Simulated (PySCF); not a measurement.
Run record: geometry optimisation, `[Cl][GeH]1[O]CC[O]1`.

Method: PBE0-D3(BJ)/def2-SVP geometry optimisation, gas phase (PySCF 2.14.0). Start geometry: GFN2-xTB. The input is one job of a driver script: a line of settings, then coordinates in Å.

Input:
```
{"job": {"xc": "PBE0", "basis": "def2-SVP", "d3": "d3bj", "grid": 1, "kind": "geom"}, "charge": 0, "multiplicity": 1}
Cl     2.937275    -0.241204     1.335440
Ge     1.574131    -0.119189    -0.233179
O      0.444230     1.253293    -0.111158
C     -0.848336     0.809693     0.256879
C     -0.995908    -0.674893    -0.124773
O      0.264467    -1.306961    -0.012399
H      2.235213    -0.130723    -1.589222
H     -1.581573     1.421958    -0.272131
H     -0.979505     0.936728     1.336155
H     -1.354327    -0.759684    -1.155556
H     -1.690242    -1.186347     0.543981
```

Output:
```
step   0  E = -2765.70130677  max force = 0.030653
step   1  E = -2765.70386787  max force = 0.015852
step   2  E = -2765.70448087  max force = 0.003851
step   3  E = -2765.70459679  max force = 0.001168
step   4  E = -2765.70461860  max force = 0.001709
step   5  E = -2765.70458503  max force = 0.004428
step   6  E = -2765.70461183  max force = 0.003654
step   7  E = -2765.70469432  max force = 0.000704
step   8  E = -2765.70469353  max force = 0.000601
step   9  E = -2765.70468882  max force = 0.000328
step  10  E = -2765.70468557  max force = 0.000208
step  11  E = -2765.70468698  max force = 0.000228
optimisation converged
```

Energies in Eh; «max force» is the largest Cartesian gradient component in Eh/bohr.

**Question.** At which steps does the energy rise by more than 1e-5 Eh?

**Answer.** At step 5 (+0.03 mEh).

Main results: final energy -2765.70469 Eh after 11 steps; dipole 1.73 D.

**Question.** Where do the atoms end?

**Answer.** 0.140 Å rms from the input after alignment:
```
atom  x, y, z in Å
Cl1    4.2531    0.9911    1.6004
Ge2    2.7266    0.9977    0.0967
O3     1.5414    2.2923    0.3625
C4     0.4675    1.7258    1.0938
C5     0.2934    0.2679    0.6532
O6     1.5709   -0.3070    0.4371
H7     3.3732    1.0228   -1.2824
H8    -0.4439    2.3111    0.8970
H9     0.6810    1.7768    2.1785
H10   -0.2979    0.2197   -0.2803
H11   -0.2360   -0.3148    1.4237
```

**Question.** How long does this job take on AMD EPYC 7B13, one thread, shared host with 64 logical CPUs at a one-minute load of 9.4? And the peak memory of the process?

**Answer.** About 56 s, with 0.59 GiB resident at the peak, the Python interpreter and its libraries included.
Labels such as C1 count atoms from 1, the log's own numbers from 0.
